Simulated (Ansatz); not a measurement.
`C[Si](O)(F)[AlH][OH]` and `CO[Si](C)(O)F` differ in one atom or group.

Ansatz, PBE0-D4/def2-TZVP geometries, multiplicity 1. Each molecule was computed in one conformer, which needn't be the lowest.

```csv
property,`C[Si](O)(F)[AlH][OH]`
size of the dipole moment (PBE/def2-TZVPP) / D,2.30
HOMO–LUMO gap (ωB97M-V/def2-TZVPP) / eV,9.58
LUMO energy (B3LYP/def2-TZVPP) / eV,-1.58
HOMO energy (PBE/def2-TZVPP) / eV,-6.10
LUMO energy (PBE0/def2-TZVPP) / eV,-1.39
LUMO energy (ωB97M-V/def2-TZVPP) / eV,0.26
```

(1) Give the same properties after the change, and the shifts. (Best estimate.)

Answers

(1) The calculation gave: 
```
                                      property  `CO[Si](C)(O)F`  shift
size of the dipole moment (PBE/def2-TZVPP) / D             1.37  -0.93
       HOMO–LUMO gap (ωB97M-V/def2-TZVPP) / eV            13.20   3.62
           LUMO energy (B3LYP/def2-TZVPP) / eV             0.51   2.09
             HOMO energy (PBE/def2-TZVPP) / eV            -6.86  -0.76
            LUMO energy (PBE0/def2-TZVPP) / eV             0.89   2.28
         LUMO energy (ωB97M-V/def2-TZVPP) / eV             2.33   2.07
```

With PBE0 the HOMO falls by 1.17 eV and the LUMO rises by 2.28 eV, so the gap widens by about 3.45 eV. PBE moves the HOMO by -0.76 eV and ωB97M-V by -1.53 eV. Dipoles are sizes alone; their direction can turn.

B3LYP here is the variant with VWN-RPA as its local correlation; programs differ in this.
